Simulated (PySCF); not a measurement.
# Steps of a relaxation of [ReOF6]−

[ReOF6]− (singlet). PySCF 2.14.0, RKS TPSS, Re def2-SVP with ECP60, O def2-SVP, F def2-SVP; non-relativistic Hamiltonian with scalar-relativistic core potentials where named; density fitting; no spin-orbit coupling. Origin of the start: template. Columns: position (Å) and force (eV/Å). Energies are counted from the last step; some of the 7 steps are shown. Forces carry noise of the integration grid, about 0.01 to 0.03 eV/Å.

Run from Python with OMP_NUM_THREADS=4. Where DIIS fails, smearing, a level shift and second-order steps follow.
It took 34 s on 4 threads of Arm Neoverse V1, with other jobs on the host, from the converged density of the start.

```xyz
8
step 0  E = 8.070 eV
Re    0.0000    0.0000    0.0277    -0.01    0.00   -8.87
O     0.0000    0.0000    1.5225    -0.01    0.00   24.51
F     0.0000    0.0000   -1.6923     0.00    0.00  -11.35
F     1.7200    0.0000    0.0277    11.09    0.00   -0.86
F     0.5315    1.6358    0.0277     3.41   10.52   -0.86
F    -1.3915    1.0110    0.0277    -8.95    6.50   -0.86
F    -1.3915   -1.0110    0.0277    -8.95   -6.50   -0.86
F     0.5315   -1.6358    0.0277     3.41  -10.52   -0.86
```

```xyz
8
step 2  E = 0.094 eV
Re    0.0000    0.0000    0.0799    -0.02    0.00   -0.39
O     0.0000    0.0000    1.7634     0.00    0.00    2.03
F     0.0000    0.0000   -1.8241     0.00    0.00   -0.72
F     1.9002    0.0000   -0.0046     0.74    0.00   -0.19
F     0.5872    1.8072   -0.0046     0.23    0.69   -0.17
F    -1.5373    1.1169   -0.0046    -0.59    0.44   -0.20
F    -1.5373   -1.1169   -0.0046    -0.59   -0.44   -0.20
F     0.5872   -1.8072   -0.0046     0.23   -0.69   -0.17
```

```xyz
8
step 4  E = 0.000 eV
Re    0.0000    0.0000    0.1021    -0.02    0.00   -0.16
O     0.0000    0.0000    1.8165     0.00    0.00    0.12
F     0.0000    0.0000   -1.8245     0.01    0.00   -0.01
F     1.9201    0.0000   -0.0196     0.03    0.00    0.01
F     0.5933    1.8262   -0.0196     0.01    0.01    0.03
F    -1.5534    1.1286   -0.0196    -0.01    0.01   -0.01
F    -1.5534   -1.1286   -0.0196    -0.01   -0.01   -0.01
F     0.5934   -1.8262   -0.0196     0.01   -0.01    0.03
```

Problem. Where does the relaxation end?

Solution. It converges at step 6 in C5v:
```xyz
8
step 6  E = 0
Re    0.0000    0.0000    0.1004
O     0.0000    0.0000    1.8172
F     0.0000    0.0000   -1.8260
F     1.9207    0.0000   -0.0191
F     0.5935    1.8267   -0.0191
F    -1.5539    1.1289   -0.0191
F    -1.5539   -1.1290   -0.0191
F     0.5935   -1.8267   -0.0191
```

Problem. How did the contacts change?

Solution. 
```tsv
contact	start (Å)	end (Å)
Re1–O2 (O)	1.495	1.717
Re1–F3 (F)	1.720	1.926
Re1–F4 (F)	1.720	1.924
Re1–F5 (F)	1.720	1.924
Re1–F6 (F)	1.720	1.924
Re1–F7 (F)	1.720	1.924
Re1–F8 (F)	1.720	1.924
```


No frequency check is given that shows the relaxed geometry to be a minimum.
